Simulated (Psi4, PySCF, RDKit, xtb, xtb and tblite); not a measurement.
Torsional profile of C₁₁H₁₀OS, SMILES c1ccc(cc1-c1sccc1)OC. Scanned: dihedral C6–C7–C8–S12; all other coordinates were relaxed at GFN2-xTB. Points at φ and −φ are mirror images.

Geometry of the scan point at 75° (Å):
```
23

C      2.5899     2.4238     0.7657
O      3.0051     1.0964     0.5564
C      2.0646     0.1582     0.2575
C      2.5408    -1.1406     0.0678
C      1.6683    -2.1625    -0.2409
C      0.3114    -1.9144    -0.3650
C     -0.1722    -0.6280    -0.1700
C     -1.5982    -0.3338    -0.3368
C     -2.1995     0.3713    -1.3337
C     -3.5957     0.5040    -1.1577
C     -4.0343    -0.0846    -0.0181
S     -2.7540    -0.8201     0.8653
C      0.7049     0.4106     0.1317
H      2.1198     2.8446    -0.1292
H      1.8973     2.5005     1.6102
H      3.4960     2.9835     0.9921
H      3.5999    -1.3169     0.1681
H      2.0476    -3.1623    -0.3904
H     -0.3743    -2.7128    -0.6053
H     -1.6611     0.7673    -2.1764
H     -4.2378     1.0172    -1.8512
H     -5.0331    -0.1361     0.3672
H      0.3011     1.4017     0.2692
```

GFN2-xTB (xtb and tblite); MMFF94 // GFN2-xTB (RDKit); PBE/def2-SVP // GFN2-xTB (Psi4); PBE-D3(BJ)/def2-SVP // GFN2-xTB (Psi4); UFF // GFN2-xTB (RDKit); GFN1-xTB // GFN2-xTB (xtb); RKS-B3LYP/6-31G* = PySCF with restricted B3LYP/6-31G*, spherical d, density fitting // GFN2-xTB; RHF/6-31G* = restricted Hartree-Fock/6-31G*, spherical d, density fitting // GFN2-xTB (PySCF); RMP2/3-21G = restricted MP2 (frozen core)/3-21G // GFN2-xTB run with PySCF 2.14.0; RHF/STO-3G = PySCF with restricted Hartree-Fock/STO-3G // GFN2-xTB.

Least-squares fit of E(φ) = a0 + Σ (a_n cos nφ + b_n sin nφ), n = 1 to 4, to the 24 scan points, in kcal/mol above the lowest point of each profile (levels whose profile four harmonics don't fit are not listed):

```
method                 a0     a1    b1     a2    b2    a3    b3    a4    b4  rms of fit
-------------------  ----  -----  ----  -----  ----  ----  ----  ----  ----  ----------
GFN2-xTB             1.63   0.20  0.00  -1.87  0.00  0.01  0.00  0.42  0.00        0.01
MMFF94               0.71  -0.02  0.00   0.91  0.00  0.01  0.00  0.66  0.00        0.07
PBE/def2-SVP         1.31   0.05  0.00  -1.79  0.00  0.00  0.00  0.59  0.00        0.01
PBE-D3(BJ)/def2-SVP  1.40   0.07  0.00  -1.88  0.00  0.00  0.00  0.61  0.00        0.02
UFF                  1.66  -0.15  0.00  -1.87  0.00  0.02  0.00  1.03  0.00        0.08
GFN1-xTB             1.49   0.05  0.00  -1.83  0.00  0.01  0.00  0.38  0.00        0.01
RKS-B3LYP/6-31G*     0.97   0.02  0.00  -1.17  0.00  0.01  0.00  0.65  0.00        0.03
RHF/6-31G*           0.63   0.02  0.00   0.02  0.00  0.01  0.00  0.65  0.00        0.06
RMP2/3-21G           0.53   0.10  0.00   0.02  0.00  0.02  0.00  0.50  0.00        0.06
RHF/STO-3G           1.08  -0.04  0.00  -1.43  0.00  0.02  0.00  0.40  0.00        0.05
```
